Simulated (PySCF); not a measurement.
Species: cyclo-(F2SnSe)2.
Bonds: Sn1–F2, Sn1–F3, Sn1–Se4, Sn1–Se8, Se4–Sn5, Sn5–F6, Sn5–F7, Sn5–Se8.

A GFN2-xTB structure was refined with PySCF, PBE0-D3(BJ)/def2-SVP geometry optimisation, gas phase, def2 core potentials past Kr. Its GFN2-xTB values:

```json
{"coordinate": "Sn1–F2", "GFN2-xTB": "1.958 Å"}
{"coordinate": "Sn1–F3", "GFN2-xTB": "2.143 Å"}
{"coordinate": "Sn1–Se4", "GFN2-xTB": "2.688 Å"}
{"coordinate": "Sn1–Se4–Sn5", "GFN2-xTB": "75.2°"}
{"coordinate": "F2–Sn1–F3", "GFN2-xTB": "101.5°"}
{"coordinate": "F2–Sn1–Se4", "GFN2-xTB": "112.5°"}
{"coordinate": "F2–Sn1–Se8", "GFN2-xTB": "116.1°"}
{"coordinate": "F3–Sn1–Se4", "GFN2-xTB": "111.6°"}
{"coordinate": "Se4–Sn1–Se8", "GFN2-xTB": "103.4°"}
{"coordinate": "Sn1–Se4–Sn5–F6", "GFN2-xTB": "-123°"}
{"coordinate": "F2–Sn1–Se4–Sn5", "GFN2-xTB": "-127°"}
{"coordinate": "F2–Sn1–Se8–Sn5", "GFN2-xTB": "125°"}
```

Q: How do these coordinates change at the PBE0-D3(BJ)/def2-SVP level?

A: 
| coordinate | PBE0-D3(BJ)/def2-SVP (Å or °) | change |
| --- | --- | --- |
| Sn1–F3 | 1.922 | -0.221 |
| Sn1–Se4 | 2.537 | -0.151 |
| Sn1–F2 | 1.922 | -0.036 |
| Sn1–Se4–Sn5 | 78.8 | +3.6 |
| F2–Sn1–Se8 | 112.9 | -3.2 |
| Se4–Sn1–Se8 | 101.1 | -2.3 |
| F2–Sn1–Se4 | 114.6 | +2.1 |
| F3–Sn1–Se4 | 112.5 | +0.9 |
| F2–Sn1–F3 | 101.5 | 0.0 |
| F2–Sn1–Se4–Sn5 | -123 | +4 |
| Sn1–Se4–Sn5–F6 | -122 | +1 |
| F2–Sn1–Se8–Sn5 | 124 | -1 |

The energy falls by 1.014 eV over 11 energy and gradient evaluations, the largest force component goes from 0.0503 to 3.0e-04 Eh/bohr, and the atoms move by 0.124 Å rms after alignment. The bond that changes most is Sn1–F3 (ends: tin bonded to 2 F and 2 Se; fluorine bonded to Sn), which shortens by 0.221 Å. Bonds longer at the end by more than 0.005 Å: 0 of 8; shorter: 8. Rotational constants go from 580.1, 340.2, 256.5 to 646.2, 361.8, 274.4 MHz.

The run used 172 basis functions and 81 SCF cycles in all. Time: 5.1 min of wall time; peak memory 0.99 GiB. Hardware: an Arm Neoverse V1 with one thread, shared host.

No frequency check. One conformer, not necessarily the lowest.
